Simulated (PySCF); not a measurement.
Start geometry of 3-bromobenzoic acid, `O=C(O)c1cccc(Br)c1` from GFN2-xTB (Å):
```
atom  x, y, z in Å
O1     2.8107   -1.0305   -0.2467
C2     2.1122   -0.0547   -0.1432
O3     2.6145    1.1864   -0.1042
C4     0.6325   -0.0919   -0.0474
C5    -0.0056   -1.3300   -0.0762
C6    -1.3835   -1.3993    0.0098
C7    -2.1349   -0.2413    0.1251
C8    -1.4882    0.9844    0.1520
Br9   -2.5184    2.5785    0.3092
C10   -0.1120    1.0781    0.0673
H11    3.5817    1.1543   -0.1705
H12    0.5976   -2.2203   -0.1660
H13   -1.8812   -2.3563   -0.0128
H14   -3.2111   -0.2867    0.1929
H15    0.3811    2.0372    0.0890
```

Task: What comes out of this run: PBE0-D3(BJ)/def2-SVP geometry optimisation, gas phase in PySCF 2.14.0?

Result: 
```
atom  x, y, z in Å
O1     2.8988   -1.1244   -0.0926
C2     2.2111   -0.1389   -0.0090
O3     2.7237    1.0924    0.1103
C4     0.7236   -0.1503   -0.0242
C5     0.0788   -1.3842   -0.1490
C6    -1.3106   -1.4361   -0.1684
C7    -2.0631   -0.2667   -0.0638
C8    -1.4080    0.9586    0.0610
Br9   -2.4208    2.5440    0.2044
C10   -0.0183    1.0302    0.0815
H11    3.6871    0.9891    0.1095
H12    0.6891   -2.2855   -0.2292
H13   -1.8221   -2.3961   -0.2661
H14   -3.1538   -0.3015   -0.0785
H15    0.4901    1.9894    0.1787
```

The energy falls by 0.034 eV over 9 energy and gradient evaluations, the largest force component goes from 0.0121 to 2.8e-04 Eh/bohr, and the atoms move by 0.020 Å rms after alignment. The bond that changes most is C8–Br9 (aromatic C–Br carbon to aryl bromine), which shortens by 0.018 Å. Bonds longer at the end by more than 0.005 Å: 9 of 15; shorter: 1. Among the angles that change most is C2–O3–H11, from 110.0° to 106.4°. Rotational constants go from 2036, 479.4, 388.0 to 2037, 477.5, 386.8 MHz. The orientation of the end geometry is arbitrary; only internal coordinates are fixed.

The run used 183 basis functions and 68 SCF cycles in all. Time: 2.8 min of wall time; peak memory 0.96 GiB. Hardware: Arm Neoverse V1, one thread (shared host).

PBE0-D3(BJ)/def2-SVP frequencies: not computed here. One conformer, not necessarily the lowest.
